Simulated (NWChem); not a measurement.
System: THF (C4H8O); SMILES C1CCOC1

Input file for NWChem:

```
start job
memory heap 200 mb stack 900 mb global 1100 mb
geometry units angstroms noautosym nocenter noautoz
  C     -0.749675     0.971165    -0.222926
  C      0.709059     1.001576     0.221622
  C      1.161945    -0.409671    -0.137284
  O      0.025536    -1.236910    -0.000651
  C     -1.143493    -0.456953     0.138388
  H     -1.377643     1.726554     0.271451
  H     -0.823013     1.131082    -1.310985
  H      1.305560     1.781546    -0.273537
  H      0.775247     1.166114     1.309456
  H      1.967233    -0.783370     0.517129
  H      1.537368    -0.450355    -1.179026
  H     -1.514179    -0.511712     1.181226
  H     -1.934379    -0.864327    -0.513412
end
basis spherical
  C library 6-31+g*
  O library 6-31+g*
  H library 6-31+g*
end
dft
  xc pbe0
  iterations 150
end
property
  response 1 0.0773
end
task dft property
```

Coordinates come from a PBE0/def2-SVP optimisation. Not confirmed as a minimum by frequencies.

Field at 589 nm.

Problem. Give the results of this calculation. (PBE0/6-31+G* (spherical d).) Quantities: isotropic polarisability (bohr³); anisotropy (bohr³).

Solution. 
```yaml
isotropic polarisability (bohr³): 49.2
anisotropy (bohr³): 7.8
```
